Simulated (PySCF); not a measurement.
H₈N₂Si₂.
SMILES with atom numbers: `[NH2:1][SiH2:2][NH:3][SiH3:4]` (hydrogens: H5, H6 on N1; H7, H8 on Si2; H9 on N3; H10, H11, H12 on Si4)

Geometry (PBE0-D3(BJ)/def2-SVP, Å), atoms numbered from 1 in this order:
```
atom  x, y, z in Å
N1    -2.222    0.118   -0.744
Si2   -1.012   -0.088    0.466
N3     0.511   -0.461   -0.283
Si4    2.103    0.112    0.119
H5    -3.179   -0.151   -0.549
H6    -2.177    0.873   -1.419
H7    -0.704    1.098    1.328
H8    -1.556   -1.175    1.341
H9     0.477   -1.215   -0.965
H10    2.800   -0.693    1.175
H11    2.001    1.517    0.614
H12    2.960    0.066   -1.106
```

Theory: PySCF, TDDFT PBE0/def2-SVPD, vertical, gas phase, core orbitals frozen in the response.

Frontier orbitals with the atoms that hold most of them (Löwdin shares over 4%, at most four atoms; ? is withheld):

```json
{"orbital": "HOMO-3", "ε (eV)": "-9.48", "atoms": "Si4 29%, H12 23%, H11 10%, Si2 9%"}
{"orbital": "HOMO-2", "ε (eV)": "-9.27", "atoms": "Si4 21%, Si2 19%, H8 15%, H11 14%"}
{"orbital": "HOMO-1", "ε (eV)": "-7.68", "atoms": "?"}
{"orbital": "HOMO", "ε (eV)": "-7.37", "atoms": "?"}
{"orbital": "LUMO", "ε (eV)": "?", "atoms": "Si4 25%, Si2 20%, H9 10%, N3 9%"}
{"orbital": "LUMO+1", "ε (eV)": "0.54", "atoms": "Si2 22%, N1 14%, H5 12%, Si4 11%"}
{"orbital": "LUMO+2", "ε (eV)": "1.01", "atoms": "Si4 48%, H12 14%, H10 12%, H11 10%"}
```

Question: Which atoms hold the HOMO-1, and with what shares?

Answer: N1 (bonded to Si and 2 H) 46%; N3 (bonded to 2 Si and H) 18%; Si2 (bonded to 2 N and 2 H) 11%; Si4 (bonded to N and 3 H) 5%. By element: nitrogen 64%, silicon 16%.

Question: Which atoms hold the HOMO, and with what shares?

Answer: N3 (bonded to 2 Si and H) 37%; N1 (bonded to Si and 2 H) 19%; Si2 (bonded to 2 N and 2 H) 10%; Si4 (bonded to N and 3 H) 8%. By element: nitrogen 57%, silicon 19%.

Question: What is the LUMO energy, and the HOMO–LUMO gap?

Answer: ε(LUMO) = 0.25 eV; the gap is 7.62 eV (0.2801 hartree).

Question: The HOMO–LUMO gap is 7.62 eV. Where does the response calculation put the lowest singlet, and from which orbitals?

Answer: S1 is at 6.30 eV (f = 0.013), 1.32 eV below the gap, made of HOMO→LUMO (87%). Without the coupling terms of the response equations the lowest excitation would equal the gap.

Next come S2 at 6.57 eV (f 0.031), HOMO→LUMO+1 (51%), HOMO-1→LUMO (29%), HOMO-1→LUMO+1 (16%); S3 at 6.85 eV (f 0.0014), HOMO-1→LUMO (46%), HOMO→LUMO+1 (42%); S4 at 7.07 eV (f 0.059), HOMO-1→LUMO+1 (64%), HOMO-1→LUMO (15%), HOMO→LUMO+3 (9%); S5 at 7.30 eV (f 0.026), HOMO→LUMO+2 (83%), HOMO-1→LUMO+2 (9%).

Löwdin shares depend on the basis, the more so with diffuse functions.

On one thread of an x86-64 server (shared host), this took 45 s.

One conformer stands for the species.
